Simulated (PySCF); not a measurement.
What does the PBE0-D3(BJ)/def2-SVP structure of `[NH2][GeH]([NH2])[I]` look like in three dimensions?

```
atom  x, y, z in Å
N1    -1.2631   -0.8978    0.3298
Ge2   -0.0356    0.4320    0.2688
N3     1.4444   -0.3067   -0.4853
I4    -0.5896    2.3777   -1.2803
H5    -1.4357   -1.3573   -0.5604
H6    -2.1460   -0.6715    0.7787
H7     0.0552    1.0452    1.6786
H8     1.9262   -0.9896    0.0943
H9     2.1105    0.3594   -0.8651
```

Orientation and origin are arbitrary. Atoms count from 1 in this order. N1 (nitrogen bonded to Ge and 2 H) is pyramidal (angles 116.1°, 114.7° and 109.9°, sum 340.7°, 0.31 Å off the plane of its three neighbours). Ge2 (germanium bonded to I, 2 N and H) is distorted tetrahedral (angles from 103.6° to 119.6°).

Bonds between heavy atoms (Å): N1–Ge2 1.811, Ge2–N3 1.818, Ge2–I4 2.548.

Level of theory: PySCF 2.14.0, PBE0-D3(BJ)/def2-SVP geometry optimisation, gas phase, def2 core potentials past Kr.

Point group: C1 (no symmetry element, even within 0.4 Å). Not checked by PBE0-D3(BJ)/def2-SVP frequencies. One conformer, not necessarily the lowest (H–N1–Ge2–N3 -54° and 177°, N1–Ge2–N3–H -70° and 161°).

Time: 6.3 min wall, 5.3 min CPU; peak memory 0.50 GiB. Hardware: AMD EPYC, one thread, shared host with 64 logical CPUs at a one-minute load of 60. These figures are those of the optimisation.
